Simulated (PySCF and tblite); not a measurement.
Values are calculated unless marked as measured or tabulated.
5 regioisomers of C₁₀H₇BrO₂:

```tsv
isomer	SMILES
A	[CH3:1][C:2](=[O:3])[c:4]1[cH:5][cH:6][c:7]2[o:8][cH:9][cH:10][c:11]2[c:12]1[Br:13]
B	[CH3:1][C:2](=[O:3])[c:4]1[cH:5][o:6][c:7]2[c:8]([Br:9])[cH:10][cH:11][cH:12][c:13]12
C	[CH3:1][C:2](=[O:3])[c:4]1[c:5]([Br:6])[cH:7][cH:8][c:9]2[o:10][cH:11][cH:12][c:13]12
D	[CH3:1][C:2](=[O:3])[c:4]1[cH:5][o:6][c:7]2[cH:8][cH:9][c:10]([Br:11])[cH:12][c:13]12
E	[CH3:1][C:2](=[O:3])[c:4]1[cH:5][c:6]([Br:7])[cH:8][c:9]2[cH:10][cH:11][o:12][c:13]12
```

Each isomer is a Boltzmann average at 298.15 K over at most 3 conformers: GFN2-xTB geometries, energies PBE0/6-31G* (D3(BJ) added where defined), GFN2-xTB thermal terms. Programs: PySCF with density fitting and tblite.

Equilibrium rotational constants and dipole components of each isomer's leading conformer, in random order:

```tsv
set	A (MHz)	B (MHz)	C (MHz)	abs μa	abs μb	abs μc (D)
P	863	537	342	2.30	1.48	1.56
Q	1075	441	324	1.15	1.18	1.70
R	1140	323	252	3.32	2.83	0.00
S	1453	322	264	0.67	1.54	0.00
T	935	381	271	2.70	4.07	0.00
```

(1) Match sets and isomers.

The whole study took 10 min on 1 thread of Arm Neoverse V1, on a host shared with other jobs (rough), peak memory 1.2 GiB, launched as `OMP_NUM_THREADS=1 python ens_run.py task.json out`.

Results:

(1) P is A (C1), Q is C (C1), R is D (Cs), S is B (Cs), T is E (Cs).
